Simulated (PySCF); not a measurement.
Molecule: SMILES O[Si@H]([SiH3])[SiH2][SiH3], H$_{10}$OSi$_{4}$.

Geometry (Å), atoms numbered from 1 in this order:
```xyz
15

O    -0.9288   -0.8278   -1.8638
Si   -1.1503   -0.7699   -0.2365
Si   -2.2218    1.2624   -0.0064
Si    0.9088   -1.0539    0.8141
Si    2.5377    0.4762    0.2130
H    -0.6014   -1.6010   -2.3137
H    -2.0415   -1.9070    0.0928
H    -2.5442    1.4939    1.4071
H    -3.4831    1.3996   -0.7407
H    -1.3825    2.3916   -0.4216
H     1.4438   -2.4168    0.6050
H     0.6941   -1.0113    2.2706
H     2.8992    0.3562   -1.2035
H     3.7965    0.3637    0.9545
H     2.0690    1.8519    0.4070
```

Frames of a GFN2-xTB Langevin trajectory at 300 K; GIAO PBE0/pcSseg-1 shieldings in PySCF 2.14.0 with density-fitted response routines, gas phase, non-relativistic; equivalent atoms averaged within each frame.

References, each an isolated molecule treated in the same way: 17O (σref 336.08) against H2O; 29Si (σref 349.16), 1H (σref 31.72) vs TMS. The references are static minima.

Q: How do the shifts (ppm) fluctuate along the trajectory?

A: 
```tsv
time (fs)	O1	Si2	Si3	Si5	Si4	H7	H13/H14/H15	H11	H8/H9/H10	H12
250	2.2	7.6	-107.7	-118.4	-128.9	6.44	4.16	4.11	3.40	2.80
425	18.6	-10.8	-116.3	-121.3	-124.5	6.54	3.95	4.09	3.71	2.99
625	-2.7	-10.6	-111.7	-124.6	-125.2	7.79	3.39	3.45	4.02	3.85
800	-9.2	3.1	-109.5	-121.0	-132.9	7.79	3.81	3.75	3.87	3.12
1000	10.3	-2.9	-115.0	-122.6	-135.1	7.38	4.03	4.42	3.28	3.73
mean of frames	3.9	-2.7	-112.0	-121.6	-129.3	7.19	3.87	3.96	3.66	3.30
standard deviation	10.9	8.2	3.6	2.3	4.7	0.66	0.30	0.37	0.31	0.46
```

5 frames give an uncertainty of the mean of about the standard deviation over 2.2 at best, since frames this close in time may not be independent; classical motion lacks zero-point vibration, and the reference would need the same averaging.
